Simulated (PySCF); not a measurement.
SMILES F[Si](F)(F)c1ccccc1Cl, singlet (GFN2-xTB optimised geometry):

```
15

F      1.024     2.954     1.252
Si     1.271     2.016    -0.004
F      1.020     2.949    -1.262
F      2.838     1.759    -0.006
C      0.338     0.399    -0.001
C      1.011    -0.823    -0.001
C      0.320    -2.020     0.000
C     -1.065    -2.020     0.000
C     -1.760    -0.823     0.000
C     -1.057     0.370     0.000
Cl    -1.918     1.865    -0.001
H      2.091    -0.825    -0.001
H      0.862    -2.954     0.000
H     -1.609    -2.953     0.001
H     -2.838    -0.810     0.001
```

Computed with PBE0/def2-TZVP run with PySCF.

Task: What are the frontier orbital energies and the dipole moment?

Result: HOMO-2 -9.46 eV, HOMO-1 -8.37 eV, HOMO -7.71 eV, LUMO -1.59 eV, LUMO+1 -1.06 eV; dipole moment 4.42 D.

Meta-Löwdin charges at PBE0/def2-TZVP: F1 -0.49, Si2 1.64, F3 -0.49, F4 -0.49, C5 -0.30, C6 -0.09, C7 -0.12, C8 -0.09, C9 -0.13, C10 0.04, Cl11 -0.02, H12 0.14, H13 0.13, H14 0.14, H15 0.14.
